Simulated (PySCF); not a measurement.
The vertical singlet excitations below were computed for one of the candidates. Method: TDDFT wB97X-D/def2-SVPD, vertical, gas phase, core orbitals frozen in the response in PySCF 2.14.0, density-fitted response routines. Geometries: GFN2-xTB, one conformer each.

| state | ν̃ (cm⁻¹) | f | main configurations (H = HOMO, L = LUMO) |
| --- | --- | --- | --- |
| S1 | 31790 | 0.184 | H→L (96%) |
| S2 | 36420 | 0.0003 | H-1→L (95%) |
| S3 | 47860 | 0.068 | H-2→L (86%) |
| S4 | 48180 | 0.0000 | H→L+1 (58%), H→L+3 (15%), H→L+2 (10%) |
| S5 | 50370 | 0.0020 | H→L+3 (35%), H→L+1 (35%), H→L+2 (17%) |
| S6 | 51440 | 0.0009 | H-4→L (73%), H-5→L (19%) |
| S7 | 53170 | 0.0007 | H→L+4 (54%), H-3→L (25%) |
| S8 | 53390 | 0.0022 | H→L+2 (59%), H→L+6 (17%) |

Triplets computed (Tamm–Dancoff): 2.32, 4.27, 4.31 eV.

**Question.** Which structure fits? All have the formula C6H5FSi.
A. `C#C/C=C(/F)[SiH2]C#C`
B. `C#C/C=C(\F)[SiH2]C#C`
C. `C#CC1=CC(F)=C[SiH2]1`

**Answer.** C. Its S1, at 3.94 eV, is the lowest among the candidates; the nearest of the others has S1 at 5.35 eV. S1 is HOMO→LUMO (96%). Löwdin shares by element: HOMO carbon 66% or more (atoms not listed hold the other 34%); LUMO carbon 64% or more (atoms not listed hold the other 36%). At the same level the other candidates give, for their lowest levels:
- `C#C/C=C(\F)[SiH2]C#C`: 5.36 eV (f 0.000); 5.46 eV (f 0.439); 6.18 eV (f 0.000); 6.24 eV (f 0.001); 6.44 eV (f 0.003); T1 3.38 eV; HOMO -8.95, LUMO 0.39 eV
- `C#C/C=C(/F)[SiH2]C#C`: 5.35 eV (f 0.254); 5.48 eV (f 0.009); 5.94 eV (f 0.001); 6.09 eV (f 0.000); 6.31 eV (f 0.003); T1 3.33 eV; HOMO -8.95, LUMO 0.34 eV
